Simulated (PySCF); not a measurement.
Atom-mapped SMILES (the numbers label the heavy atoms): `[CH:1]#[C:2][C:3]#[C:4]/[CH:5]=[C:6](/[CH3:7])[C:8]#[CH:9]`. Hydrogens are named by the atom that carries them.

Geometry: GFN2-xTB; GIAO absolute shieldings from PySCF, gas phase, non-relativistic, averaged over equivalent atoms.

At PBE0/MINI (51 basis functions, 5.7 s wall time on 1 thread of an AMD EPYC 7B13, shared host):
```
atoms  σ (ppm)
   C6    112.6
   C5    121.0
   C9    142.2
   C1    154.7
   C3    158.4
   C8    166.5
   C4    175.4
   C2    176.2
   C7    191.5
H(C5)    24.33
H(C9)    25.84
H(C1)    26.78
H(C7)    28.34
```

What do these become at PBE0/pcSseg-1?

Answers


| atoms | σ at PBE0/pcSseg-1 | change |
| --- | --- | --- |
| C6 | 42.5 | -70.1 |
| C5 | 64.2 | -56.8 |
| C9 | 87.6 | -54.6 |
| C1 | 103.1 | -51.6 |
| C3 | 93.9 | -64.5 |
| C8 | 100.0 | -66.5 |
| C4 | 110.6 | -64.8 |
| C2 | 113.0 | -63.2 |
| C7 | 160.0 | -31.5 |
| H(C5) | 25.68 | +1.35 |
| H(C9) | 28.31 | +2.47 |
| H(C1) | 29.59 | +2.81 |
| H(C7) | 29.62 | +1.28 |

The largest change is at C6 (fully substituted alkene carbon). Cost: 183 basis functions, 32 s wall time on 1 thread of an AMD EPYC 7B13, shared host. The order of the carbon signals changes between the two levels.
